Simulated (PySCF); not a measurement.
SbF2Cl, SMILES [F][Sb]([F])[Cl].

Geometry: B3LYP-D3(BJ)/def2-SVP. The def2 effective core potentials stand for the cores of Sb; spin–orbit coupling is left out.

These are PySCF with TDA-CAM-B3LYP/def2-SVPD values and carry that method's errors.

Vertical excitations.  State labels are in the subgroup Cs.

| state | symmetry | energy (eV) | λ (nm) | f | main pairs |
|---|---|---|---|---|---|
| S1 | A" | 6.24 | 199 | 0.035 | HOMO→LUMO 78 %, HOMO−1→LUMO+1 16 % |
| S2 | A' | 6.28 | 197 | 0.048 | HOMO→LUMO+1 59 %, HOMO−2→LUMO+1 26 % |
| S3 | A" | 6.41 | 193 | 0.021 | HOMO−1→LUMO+1 75 %, HOMO→LUMO 16 % |
| S4 | A' | 6.62 | 187 | 0.016 | HOMO−1→LUMO 62 %, HOMO−2→LUMO+1 30 % |
| S5 | A" | 6.69 | 185 | 0.027 | HOMO−2→LUMO 94 % |
| S6 | A' | 7.02 | 177 | 0.106 | HOMO→LUMO+2 87 % |
| S7 | A' | 7.10 | 175 | 0.179 | HOMO−2→LUMO+1 33 %, HOMO−2→LUMO+2 20 %, HOMO→LUMO+1 17 %, HOMO−1→LUMO 16 % |
| S8 | A" | 7.38 | 168 | 0.001 | HOMO−1→LUMO+2 91 % |
| S9 | A' | 7.95 | 156 | 0.274 | HOMO−2→LUMO+2 49 %, HOMO−3→LUMO+1 29 %, HOMO→LUMO+1 9 % |
| S10 | A' | 8.18 | 152 | 0.005 | HOMO−4→LUMO 93 % |
| T1 | A' | 5.07 | 244 | 0 | HOMO→LUMO+1 91 % |
| T2 | A" | 5.12 | 242 | 0 | HOMO→LUMO 85 % |
| T3 | A" | 5.90 | 210 | 0 | HOMO−1→LUMO+1 85 % |
| T4 | A' | 5.97 | 208 | 0 | HOMO−2→LUMO+1 73 %, HOMO→LUMO+2 13 % |
Triplets are in the Tamm–Dancoff approximation.
